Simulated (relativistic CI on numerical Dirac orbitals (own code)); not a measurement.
# Crystal-field levels of Fe4+, 3d4

Calculated by Dirac-Coulomb-Breit CI, separate exchange-only KLI orbitals for each configuration, model QED (radiative potential, 1s self-energy scaled to tabulated hydrogen-like ionisation energies), valence Slater integrals scaled by 0.8, one configuration in a parametric crystal field (own radial code).

Field parameters in Wybourne normalisation: D3d B²₀ = −7Dσ, B⁴₀ = −14Dq − 21Dτ, B⁴₃ = −14√(10/7) Dq; D4h B²₀ = −7Ds, B⁴₀ = 21(Dq − Dt), B⁴₄ = 21√(5/14) Dq; Oh B⁴₀ = 21Dq, B⁴₄ = √(5/14) B⁴₀; Td as Oh with Dq negative (B⁴₀ = 21Dq, B⁴₄ = √(5/14) B⁴₀). The field is a parameter set, without covalency.

S and J are read from ⟨S²⟩ = S(S + 1) and ⟨J²⟩ = J(J + 1) of each level; they are not fictitious spins.

Oh, 10Dq = 31800 cm⁻¹, the lowest 10 levels:

```csv
E (cm⁻¹),Degeneracy,Irrep,S,J
0.0,1,A1,1.02,4.46
308,3,T1,1.01,4.28
810,2,E,1.01,3.84
825,3,T2,1.00,3.87
6500,1,A2,2.00,3.00
6518,3,T2,2.00,2.99
6535,2,E,1.99,2.98
6550,3,T1,1.99,2.98
6565,1,A1,1.99,2.98
12873,3,T2,0.01,4.61
```

Oh, 10Dq = 9350 cm⁻¹, the lowest 16 levels:

```tsv
E (cm⁻¹)	Degeneracy	Irrep	S	J
0.0	1	A1	2.00	2.81
23.9	3	T1	2.00	2.86
47.2	2	E	2.00	2.91
66.2	3	T2	2.00	2.96
85.2	1	A2	2.00	3.00
9182	3	T2	2.00	2.40
9184	3	T1	2.00	2.49
9187	1	A1	2.00	2.60
9543	3	T1	2.00	3.32
9545	2	E	2.00	3.35
9769	3	T2	2.00	3.79
14789	1	A1	1.00	4.63
15023	3	T1	1.00	4.49
15313	3	T2	1.00	4.06
15339	2	E	1.00	4.01
21915	3	T2	0.99	5.05
```

D3d, 10Dq = 10600, Dσ = -890, Dτ = 190 cm⁻¹, the lowest 16 levels:

| E (cm⁻¹) | Degeneracy | Irrep | S | J |
| --- | --- | --- | --- | --- |
| 0.0 | 2 | E | 2.00 | 2.70 |
| 14.3 | 1 | A1 | 2.00 | 2.75 |
| 62.0 | 1 | A2 | 2.00 | 2.85 |
| 90.7 | 2 | E | 2.00 | 2.92 |
| 140 | 2 | E | 2.00 | 3.04 |
| 191 | 1 | A1 | 2.00 | 3.16 |
| 192 | 1 | A2 | 2.00 | 3.16 |
| 10729 | 1 | A1 | 2.00 | 2.97 |
| 10734 | 2 | E | 2.00 | 2.97 |
| 10747 | 2 | E | 2.00 | 2.97 |
| 12061 | 1 | A1 | 2.00 | 2.19 |
| 12063 | 1 | A2 | 2.00 | 2.19 |
| 12247 | 2 | E | 2.00 | 2.70 |
| 12417 | 2 | E | 2.00 | 3.11 |
| 12564 | 1 | A2 | 2.00 | 3.40 |
| 12587 | 1 | A1 | 2.00 | 3.51 |

Td, 10Dq = -11900 cm⁻¹, the lowest 16 levels:

```csv
E (cm⁻¹),Degeneracy,Irrep,S,J
0.0,1,A1,2.00,2.20
40.8,3,T1,2.00,2.29
75.8,3,T2,2.00,2.36
422,2,E,2.00,3.21
442,3,T1,2.00,3.25
683,3,T2,2.00,3.76
10712,1,A1,0.59,4.22
12138,3,T1,1.22,3.72
12210,2,E,1.96,3.12
12217,3,T2,1.99,3.05
12217,1,A1,2.00,3.14
12221,1,A2,2.00,3.00
12236,3,T1,1.86,3.26
12472,2,E,1.06,4.15
12507,3,T2,1.02,4.23
12946,1,A1,0.65,4.21
```

D4h, 10Dq = 8900, Ds = -270, Dt = -290 cm⁻¹, the lowest 10 levels:

| E (cm⁻¹) | Degeneracy | Irrep | S | J |
| --- | --- | --- | --- | --- |
| 0.0 | 1 | A1 | 2.00 | 2.89 |
| 9.7 | 2 | E | 2.00 | 2.91 |
| 37.8 | 1 | B1 | 2.00 | 2.97 |
| 37.9 | 1 | B2 | 2.00 | 2.97 |
| 2517 | 1 | A1 | 2.00 | 2.86 |
| 2517 | 1 | A2 | 2.00 | 2.86 |
| 2552 | 2 | E | 2.00 | 2.93 |
| 2564 | 1 | B1 | 2.00 | 2.96 |
| 11367 | 1 | B2 | 2.00 | 2.59 |
| 11379 | 2 | E | 2.00 | 2.66 |

The free-ion ground term has S = 2. The field overcomes the spin-pairing energy for Oh, 10Dq = 31800 cm⁻¹, where the ground state has lower spin; these fields are assumed values.

Levels of this model without a field, named by their leading LS term (the scale mimics covalency, so terms lie below those of the real free ion): ⁵D0 0, ⁵D1 139, ⁵D2 405, ⁵D3 778, ⁵D4 1241, ³H4 21472, ³H5 21739, ³H6 22012 cm⁻¹.
